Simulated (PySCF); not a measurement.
Compound: C₆H₄ClF.
Numbering: `[F:1][c:2]1[cH:3][cH:4][cH:5][c:6]([Cl:7])[cH:8]1` (hydrogens: H9 on C3; H10 on C4; H11 on C5; H12 on C8)

Computed, not measured: core-valence-separated Tamm–Dancoff BHandHLYP/aug-pcX-1 (pcseg-1 on H, def2-SVPD on Cl) in PySCF, non-relativistic, gas phase, PBE0-D3(BJ)/def2-SVP geometry.

Computed carbon K-edge spectrum, Gaussian lines of 0.4 eV full width, highest printed point 100; it ends one width below the last computed root. The energies are unshifted.

(photon energy (eV), absorption): (282.5, 0), (282.6, 1), (282.7, 4), (282.8, 11), (282.9, 27), (283.0, 51), (283.1, 79), (283.2, 100), (283.3, 100), (283.4, 76), (283.5, 42), (283.6, 17), (283.7, 5), (283.8, 1), (283.9, 1), (284.0, 3), (284.1, 9), (284.2, 20), (284.3, 31), (284.4, 34), (284.5, 27), (284.6, 15), (284.7, 7), (284.8, 5), (284.9, 12), (285.0, 24), (285.1, 36), (285.2, 38), (285.3, 29), (285.4, 16), (285.5, 10), (285.6, 13), (285.7, 22), (285.8, 31), (285.9, 33), (286.0, 32), (286.1, 33), (286.2, 36), (286.3, 35), (286.4, 27), (286.5, 17), (286.6, 7), (286.7, 3), (286.8, 1), (286.9, 0), (287.0, 0), (287.1, 0), (287.2, 1), (287.3, 1), (287.4, 1), (287.5, 2), (287.6, 4)

Question: Assign the maxima to core holes.

Answer: 5 maxima:
- 283.2 eV: C5 + C8 (aromatic CH carbon), 283.30 eV, f = 0.127, sum of 2, 60 % of the height at the exact maximum; C3 (aromatic CH carbon), 283.23 eV, f = 0.052, 1s→π*, 26 % of the height at the exact maximum; C4 (aromatic CH carbon), 283.05 eV, f = 0.054, 1s→π*, 14 % of the height at the exact maximum
- 284.4 eV: C6 (aromatic C–Cl carbon), 284.38 eV, f = 0.067, 1s→π*, 100 % of the height at the exact maximum
- 285.2 eV: C2 (aromatic C–F carbon), 285.17 eV, f = 0.075, 1s→π*, 100 % of the height at the exact maximum
- 285.9 eV: C6 (aromatic C–Cl carbon), 285.84 eV, f = 0.057, 84 % of the height at the exact maximum
- 286.2 eV: C3 + C4 (aromatic CH carbon), 286.27 eV, f = 0.037, sum of 2, 52 % of the height at the exact maximum; C5 (aromatic CH carbon), 286.14 eV, f = 0.018, 22 % of the height at the exact maximum; C8 (aromatic CH carbon), 286.38 eV, f = 0.021, 22 % of the height at the exact maximum

Roots within 0.03 eV on the same or equivalent atoms count as one line; shares under 12 % aren't listed.

Vibrational structure and lifetime widths aren't in the curve. The ionisation threshold wasn't computed; near and above it a finite basis only mimics Rydberg series and continuum.
